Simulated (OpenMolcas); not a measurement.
**Ag2+: moving the ligands**

Ag2+ with its 8 nearest fluoride ions at 2.487 Å, on the Ba site of BaF2 (a = 6.2001 Å, distance in the model lattice 2.685 Å). The rest of the host is ab initio model potentials to 7.6 Å and point charges beyond; the distance is set by hand and nothing relaxes. Ligand basis ANO-RCC-VDZP.

```yaml
Program: OpenMolcas 26.06
Method: CASSCF
Basis: ANO-RCC-VTZP [7s6p4d2f1g]
Scalar_Hamiltonian: DKH2, point nucleus
Active_space: 9 electrons in 5 orbitals (4d)
State_averaging: 2S+1 = 2 even, 5 roots
Spin-orbit_coupling: state interaction with AMFI integrals over the reference wave functions
```

Runs around this geometry, states (labels of O, the rotations of Oh). Energies in cm-1 above the lowest state or level, χT in cm3 K/mol; under a threefold ground state the first gap can be a small split of the lowest multiplet, not the spin-orbit step; 10Dq is the gap between the two states; 10Dq is negative for this site.

| R (Å) | Ground state | First state of that spin | 10Dq | First gap with spin-orbit (degeneracies) | χT at 300 K |
| --- | --- | --- | --- | --- | --- |
| 2.38 | 2T2 | 2E 4417 | -4417 | 1626 (2, 4) | 0.625 |
| 2.487 | 2T2 | 2E 3376 | -3376 | 1401 (2, 4) | 0.690 |
| 2.685 | 2T2 | 2E 2176 | -2176 | 1036 (2, 4) | 0.830 |

Taking |10Dq| as R^-n, n = -ln(2176 / 4417) / ln(2.685 / 2.38) = 5.9 between the shortest and longest distance. The point-charge formula for a cubic d site gives n = 5.

An orbital triplet at a regular site is open to Jahn-Teller coupling, which can distort the site and quench the lowest spin-orbit gaps and is left out. With metal d orbitals alone the field can be off either way by tens of per cent. Ligand-to-metal charge-transfer states are missing. No measured value stands beside these numbers; the geometry was set by hand and not optimised.
